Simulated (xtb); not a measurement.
C₃H₄ClFSi, SMILES FC[Si@H](C#C)Cl. All values are semi-empirical tight-binding results from xtb (GFN2-xTB unless named), good for trends rather than for accurate numbers. Geometry: GFN2-xTB. The structure was generated by enumeration; whether it is a known compound was not checked. The values are those of a single conformer.

Computed properties:
The orbital gap comes out as 4.85 eV and the dipole moment is 1.07 D. The zero-point energy comes out as 36.0 kcal/mol and the G − E(el) at 298.15 K (modified RRHO) is 14.8 kcal/mol. The static polarisability (D4 model) is 75.0 bohr³, the solvation energy, GFN2-xTB/ALPB(water) is -3.1 kcal/mol and the solvation energy, GFN2-xTB/ALPB(chcl3) is -6.9 kcal/mol.
